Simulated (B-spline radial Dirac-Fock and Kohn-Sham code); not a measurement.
## Lβ3 (L1-M3) energies across the elements Sr to In

The computed values come from a radial atomic solver: relaxed Dirac-Fock hole states (ΔSCF) with Breit and QED corrections and a finite nucleus. Free neutral atoms. Electron correlation is not included.

The screening constant σ is defined by E = 0.1389·Ry·(Z − σ)², the hydrogen-like form of Moseley's law.

```
 Z  element  computed (eV)  tabulated (eV)     √E     σ
38       Sr         1950.1          1947.2  44.16  5.88
40       Zr         2204.2          2201.1  46.95  5.85
41       Nb         2337.9          2334.7  48.35  5.83
42       Mo              ?               ?      ?     ?
43       Tc         2619.3          2617.5  51.18  5.77
44       Ru         2766.8          2763.4  52.60  5.74
45       Rh         2919.2          2915.7  54.03  5.70
46       Pd         3076.2          3072.8  55.46  5.65
47       Ag         3238.2          3234.4  56.91  5.60
48       Cd         3405.3          3401.5  58.35  5.55
49       In         3577.3          3573.2  59.81  5.49
```

Question: Estimate the missing row, Mo.

Answer: Computed 2476.2 eV, tabulated 2473.2 eV, √E = 49.76, σ = 5.80.

Tabulated energies: xraylib 4.2 line table, elements in their standard states.
